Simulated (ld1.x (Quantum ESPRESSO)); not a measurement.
**Which change was made? (Cd, TM)**

* Element: cadmium (Cd)
* Generator: ld1.x (Quantum ESPRESSO) 7.5
* Type: norm-conserving Troullier–Martins (Kleinman–Bylander form)
* Functional: PBE
* Relativity: non-relativistic
* Frozen core: [Ar] 3d10
* Valence charge: 20
* Reference configuration: 4s2 4p6 4d9 5s0 5p0 (charge +3)
* Partial waves: 4s (bound): rc 1.15 bohr; 4d (bound): rc 1.15 bohr; 4p (bound): rc 0.90 bohr
* Local potential: the p channel
* Core correction: none

Cutoffs, loose and tight: the cutoffs (Ry, on a coarse ladder) from which the occupation-weighted sum of valence levels, in a spherical-Bessel basis at the reference potential, stays within 10 and 1 mRy of its value at 400 Ry. They do not see the model core or the augmentation charge, which bear on the density cutoff. Test errors are all-electron minus pseudo excitation energies from the reference, over the configurations 4s2 4p6 4d10 5s2 5p0; 4s2 4p6 4d10 5s1 5p0; 4s2 4p6 4d10 5s0 5p0; 4s2 4p6 4d8 5s0 5p0; 4s2 4p6 4d10 5s1.5 5p0; 4s2 4p6 4d9 5s2 5p0; 4s2 4p5 4d10 5s2 5p0; variants that change the core or the reference have their own tests.

The base gives: outcome: generated; cutoff, loose: 180 Ry; cutoff, tight: 260 Ry; bound ghosts: none; largest test error (meV): +542.

Task: After one change the result is: outcome: generated; cutoff, loose: 160 Ry; cutoff, tight: 200 Ry; bound ghosts: none; largest test error (meV): +1118. Which change was it?
A. all radii scaled by about 1.13 (s 1.30, p 1.02, d 1.30 bohr)
B. all radii scaled by about 0.92 (s 1.06, p 0.82, d 1.06 bohr)
C. all radii scaled by about 0.76 (s 0.88, p 0.68, d 0.88 bohr)

Result: A. The others give: all radii scaled by about 0.92 (s 1.06, p 0.82, d 1.06 bohr) → outcome: generated; cutoff, loose: 260 Ry; cutoff, tight: over 300 Ry; bound ghosts: none; largest test error (meV): +439 | all radii scaled by about 0.76 (s 0.88, p 0.68, d 0.88 bohr) → outcome: generated; bound ghosts: s; largest test error (meV): +1038.
